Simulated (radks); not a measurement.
Values are calculated unless marked as measured or tabulated.
Excited configurations of Er XXI: one electron is placed in a higher orbital outside [Kr] 4d10 4f1. The ground configuration is [Kr] 4d10 4f2. Level of theory: Dirac Kohn-Sham, PBE, spin-unpolarised, spherical densities, finite nucleus; open shells are shared between the two j in proportion to 2j + 1; Fermi nuclear charge, rms radius 5.2516 fm (a radial shooting solver on a logarithmic mesh with Libxc functionals). Excitation = E - E(ground); binding = E(ion) - E, where the ion is the core of charge +21; n* = 21/sqrt(2 binding) in atomic units. These energies are relativistic, and a one-electron ion of charge +21 with no core already has n* below n in this formula (Dirac formula, point nucleus, mean over j: 5f 4.998, 6s 5.990, 6p 5.994, 6f 5.998, 7s 6.989, 7p 6.993, 7f 6.998). The quantum defect is therefore taken as that value minus n*, so that it holds no relativistic shift of the bare ion. Eigenvalue and <r> are those of j = l + 1/2.

| outer orbital | excitation (eV) | binding (eV) | n* | quantum defect | eigenvalue (eV) | <r> (bohr) |
|---|---|---|---|---|---|---|
| 5f | 219.59 | 299.59 | 4.475 | 0.523 | -289.55 | 1.153 |
| 6s | 234.92 | 284.26 | 4.594 | 1.395 | -277.99 | 1.528 |
| 6p | 256.12 | 263.05 | 4.776 | 1.218 | -254.75 | 1.623 |
| 6f | 319.07 | 200.11 | 5.476 | 0.522 | -194.80 | 1.872 |
| 7s | 327.51 | 191.67 | 5.595 | 1.394 | -187.45 | 2.255 |
| 7p | 339.58 | 179.59 | 5.780 | 1.213 | -174.21 | 2.379 |
| 7f | 375.98 | 143.19 | 6.473 | 0.525 | -139.77 | 2.725 |

The Delta-SCF ionisation energy is 519.17 eV (NIST Atomic Spectra Database: 520 eV, theoretical). Self-interaction in the functional shifts the binding energies and quantum defects, so they are the method's values and not measured ones. Spin polarisation and multiplet splitting are left out, so open shells lie too high by an amount that depends on their filling. Sharing an open shell by 2j + 1 raises it above the true ground level by a part of the spin-orbit splitting, which enters the differences from NIST.

Beside tabulated values, note that spin-unpolarised runs miss the spin-polarisation part of the exchange energy of open shells.
